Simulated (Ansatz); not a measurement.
Series GeX4: binding per atom (eV) at several levels, gas phase, relaxed structures; Ansatz. Binding counts from free atoms in the multiplicity of their measured ground term, without zero-point energy. The structures are stationary points that may keep the symmetry of their start.

```
                   species    state            geometry  PBE-D4/def2-SVP  PBE-D4/def2-TZVP  r2SCAN-D4/def2-TZVP  PBE0-D4/def2-SVP
                      GeF4  singlet   B3LYP-D4/def2-SVP             4.09              4.08                 3.99              3.85
                      GeH4  singlet  B3LYP-D4/def2-TZVP             2.49              2.50                 2.56              2.51
                     GeCl4  singlet     PBE-D4/def2-SVP             2.98              2.98                 2.96              2.90
          Ge(OH)4 (GeO4H4)  singlet     PBE-D4/def2-SVP             3.91              3.93                 3.86              3.75
       Ge(NCO)4 (GeC4N4O4)  singlet     PBE-D4/def2-SVP             5.93              5.83                 5.48              5.57
           GeMe4 (C4H12Ge)  singlet     PBE-D4/def2-SVP             3.88              3.86                 3.83              3.86
      Ge(SiH3)4 (Si4GeH12)  singlet  r2SCAN-D4/def2-SVP             2.91              2.91                 2.96              2.91
Ge(eta1-allyl)4 (C12H20Ge)  singlet  r2SCAN-D4/def2-SVP             4.44              4.40                 4.31              4.38
```

Problem. Estimate the column for PBE0-D4/def2-TZVP.

Solution. GeF4 3.88; GeH4 2.51; GeCl4 2.92; Ge(OH)4 (GeO4H4) 3.78; Ge(NCO)4 (GeC4N4O4) 5.49; GeMe4 (C4H12Ge) 3.83; Ge(SiH3)4 (Si4GeH12) 2.92; Ge(eta1-allyl)4 (C12H20Ge) 4.33.
